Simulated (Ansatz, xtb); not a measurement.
## AlBrFH3OSi: 4 structures ranked

4 gas-phase structures of AlBrFH3OSi, found in a search over its isomers (lower ones may exist). Each was relaxed with GFN2-xTB; where two conformers were screened, the lower at r2SCAN-D4/def2-SVP is listed:

A. `[F][AlH][O][SiH2]Br`, a singlet
B. `[F][Al]([Br])[O][SiH3]`, a singlet
C. `F[SiH2][O][AlH][Br]`, a singlet
D. `F[Si@H](Br)[O][AlH2]`, a singlet

Q: Which do you expect lowest at r2SCAN-D4/def2-SVP, and how would the others follow?

A: Calculated order at r2SCAN-D4/def2-SVP: B (0.0), C (32.9), A (54.9), D (95.4) kJ/mol.

Energies above the lowest of each column, in kJ/mol; the last columns are at B3LYP-D3(BJ)/def2-SVP geometries and were run for some of them only (a dash: not run or not comparable):

```
structure  GFN2-xTB  HF/STO-3G  r2SCAN-D4/def2-SVP  B3LYP-D3(BJ)/def2-SVP  CCSD(T)/def2-SVP + ΔMP2/def2-TZVPP
        B       0.0        0.0                 0.0                    0.0                                 0.0
        C      15.6       53.6                32.9                   28.9                                22.0
        A      14.7       74.8                54.9                   48.2                                   –
        D      93.3      126.9                95.4                      –                                   –
```

Every level run on B puts it lowest or level with the lowest. Flexible structures stand in one conformer each, not always the lowest. Frequencies (B3LYP-D3(BJ)/def2-SVP) were run for B, C alone. ΔMP2 is the change of the MP2 energy from the smaller to the larger basis.

Over these structures GFN2-xTB departs from r2SCAN-D4/def2-SVP by 13.8 kJ/mol on average once a common shift is removed. A GFN2-xTB relaxation took about 0.12 s and the r2SCAN-D4/def2-SVP energy about 1.1 s on a shared host (Ansatz 0.2.0, xtb 6.7.1).
